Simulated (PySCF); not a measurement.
IIn, charge -1, doublet, at a GFN2-xTB geometry (such geometries of metal compounds can be far from the true shape) (a state made from the parent by changing its charge; the spin is typed, not shown lowest) (core potentials on I, In), with bond 2-1 at 1.3 times its length; TPSS/def2-SVP in PySCF.

Input for PySCF:
```python
from pyscf import gto, scf, dft

mol = gto.M(
    atom='''
In   -0.00000000   -0.00000000   -1.55479354
I     0.00000000    0.00000000    2.33512389
''',
    basis='def2-svp',
    ecp={'I': 'def2-svp', 'In': 'def2-svp'},
    charge=-1,
    spin=1,
    verbose=4,
)

mf = dft.UKS(mol)
mf.xc = 'tpss'
mf.level_shift = 1.0
mf.max_cycle = 100
mf.kernel()
mf.analyze()
```

Output, abridged:

```
PySCF version 2.14.0

[INPUT] verbose = 4
[INPUT] num. atoms = 2
[INPUT] num. electrons = 47
[INPUT] charge = -1
[INPUT] spin (= nelec alpha-beta = 2S) = 1
[INPUT] symmetry False subgroup None
[INPUT] Mole.unit = angstrom
[INPUT] Symbol           X                Y                Z      unit          X                Y                Z       unit  Magmom
[...]
nuclear repulsion = 71.4200341607251
number of shells = 20
number of NR pGTOs = 122
number of NR cGTOs = 52
basis = def2-svp
ecp = {'I': 'def2-svp', 'In': 'def2-svp'}

******** <class 'pyscf.dft.uks.UKS'> ********
method = UKS
initial guess = minao
damping factor = 0
level_shift factor = 1.0
DIIS = <class 'pyscf.scf.diis.CDIIS'>
diis_start_cycle = 1
diis_space = 8
diis_damp = 0
SCF conv_tol = 1e-09
SCF conv_tol_grad = None
SCF max_cycles = 100
direct_scf = True
direct_scf_tol = 1e-13
number electrons alpha = 24  beta = 23
XC library pyscf.dft.libxc version 7.1.2
    S. Lehtola, C. Steigemann, M. J. T. Oliveira, and M. A. L. Marques,  SoftwareX 7, 1–5 (2018)
XC functionals = tpss
    J. Tao, J. P. Perdew, V. N. Staroverov, and G. E. Scuseria,  Phys. Rev. Lett. 91, 146401 (2003)
    J. P. Perdew, J. Tao, V. N. Staroverov, and G. E. Scuseria,  J. Chem. Phys. 120, 6898 (2004)
    J. Tao, J. P. Perdew, V. N. Staroverov, and G. E. Scuseria,  Phys. Rev. Lett. 91, 146401 (2003)
    J. P. Perdew, J. Tao, V. N. Staroverov, and G. E. Scuseria,  J. Chem. Phys. 120, 6898 (2004)
radial grids:
    Treutler-Ahlrichs [JCP 102, 346 (1995); DOI:10.1063/1.469408] (M4) radial grids

becke partition: Becke, JCP 88, 2547 (1988); DOI:10.1063/1.454033
pruning grids: <function nwchem_prune>
grids dens level: 3
symmetrized grids: False
atomic radii adjust function: <function treutler_atomic_radii_adjust>
small_rho_cutoff = 0
Set gradient conv threshold to 3.16228e-05
tot grids = 43832
init E= -435.727919806971

cycle= 1 E= -486.757777111044  delta_E=  -51  |g|=  1.6  |ddm|= 9.64
cycle= 2 E= -487.6163613803  delta_E= -0.859  |g|= 0.371  |ddm|= 2.04
cycle= 3 E= -487.670090555022  delta_E= -0.0537  |g|= 0.13  |ddm|= 0.457
cycle= 4 E= -487.682114415544  delta_E= -0.012  |g|= 0.0661  |ddm|= 0.174
cycle= 5 E= -487.687548067545  delta_E= -0.00543  |g|= 0.0496  |ddm|= 0.122
cycle= 6 E= -487.690853386303  delta_E= -0.00331  |g|= 0.0407  |ddm|= 0.0933
cycle= 7 E= -487.693114790655  delta_E= -0.00226  |g|= 0.0341  |ddm|= 0.0778
cycle= 8 E= -487.694745318656  delta_E= -0.00163  |g|= 0.0287  |ddm|= 0.065
[...]
SCF not converged.
Total Energy =                        -487.699607998452962
[...]
Nuclear Repulsion Energy =              71.420034160725095
One-electron Energy =                -1005.210864947875507
Two-electron Energy =                  446.091222788697451
Two-electron Coulomb Energy =          484.988419973324767
DFT Exchange-Correlation Energy =      -38.897197184627288
**** MO energy ****
                             alpha | beta                alpha | beta
[...]
spin_pop of  0 In 4s        0.00002
spin_pop of  0 In 5s        0.00350
spin_pop of  0 In 6s        0.01406
spin_pop of  0 In 7s        0.01451
spin_pop of  0 In 4px       0.00009
spin_pop of  0 In 4py       0.00005
spin_pop of  0 In 4pz       0.00005
spin_pop of  0 In 5px       0.02781
spin_pop of  0 In 5py       0.00003
spin_pop of  0 In 5pz       0.00003
spin_pop of  0 In 6px       0.00608
spin_pop of  0 In 6py       0.00798
spin_pop of  0 In 6pz       0.00798
spin_pop of  0 In 7px       0.80698
spin_pop of  0 In 7py       0.00009
spin_pop of  0 In 7pz       0.00009
spin_pop of  0 In 4dxy     -0.00517
spin_pop of  0 In 4dyz     -0.00324
spin_pop of  0 In 4dz^2    -0.00517
spin_pop of  0 In 4dxz     -0.00118
spin_pop of  0 In 4dx2-y2   -0.00002
spin_pop of  0 In 5dxy      0.00528
spin_pop of  0 In 5dyz      0.01088
spin_pop of  0 In 5dz^2     0.00528
spin_pop of  0 In 5dxz      0.00118
spin_pop of  0 In 5dx2-y2    0.00002
spin_pop of  1 I 4s        0.00000
spin_pop of  1 I 5s        0.00007
spin_pop of  1 I 6s        0.00928
spin_pop of  1 I 7s        0.00671
spin_pop of  1 I 4px       0.00077
spin_pop of  1 I 4py      -0.00005
spin_pop of  1 I 4pz      -0.00005
spin_pop of  1 I 5px       0.01320
spin_pop of  1 I 5py      -0.00001
spin_pop of  1 I 5pz      -0.00001
spin_pop of  1 I 6px       0.00673
spin_pop of  1 I 6py      -0.00824
spin_pop of  1 I 6pz      -0.00824
spin_pop of  1 I 7px       0.08017
spin_pop of  1 I 7py       0.00002
spin_pop of  1 I 7pz       0.00002
spin_pop of  1 I 4dxy     -0.00021
spin_pop of  1 I 4dyz      0.00056
spin_pop of  1 I 4dz^2    -0.00021
spin_pop of  1 I 4dxz     -0.00002
spin_pop of  1 I 4dx2-y2    0.00000
spin_pop of  1 I 5dxy      0.00022
spin_pop of  1 I 5dyz      0.00182
spin_pop of  1 I 5dz^2     0.00022
spin_pop of  1 I 5dxz      0.00002
spin_pop of  1 I 5dx2-y2   -0.00000
In total            24.00000 | 23.00000

WARN: System has nonzero charge -1; the dipole moment is origin-dependent.
Location of origin: [0. 0. 0.]

Dipole moment(X, Y, Z, Debye):  0.00001, -0.00000, -5.77047
```

The run did not converge; its last values are not results.
